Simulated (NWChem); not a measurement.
Species: ZrH$_{3}$Cl; SMILES [Cl][ZrH3]

```xyz
5

Zr     0.0000     0.0000    -0.5567
Cl     0.0000     0.0000     1.7622
H      0.7518     1.5706    -1.1546
H      0.9843    -1.4364    -1.1546
H     -1.7361    -0.1342    -1.1546
```
Atoms are numbered in this order, from 1.

Program: NWChem. Geometry: optimised at PBE0/def2-SVP. def2 effective core potentials on Zr; no spin-orbit coupling. B3LYP is NWChem's, with the RPA form of VWN correlation. Vertical excitations in the gas phase; the lowest state need not have the same character in each row.

| level | lowest excitation, singlet (eV) | orbital gap (eV) |
|---|---|---|
| PBE/def2-SVP, full TDDFT | ? | ? |
| B3LYP/def2-SVP, full TDDFT | 4.02 | 5.66 |
| BHandHLYP/def2-SVP, full TDDFT | 4.36 | 8.46 |
| LDA (Slater exchange, VWN5)/def2-SVP, full TDDFT | 3.60 | 3.53 |

Q: Fill in the missing entries.

A: 
- PBE/def2-SVP, full TDDFT, lowest excitation, singlet (eV): 3.77
- PBE/def2-SVP, full TDDFT, orbital gap (eV): 3.79
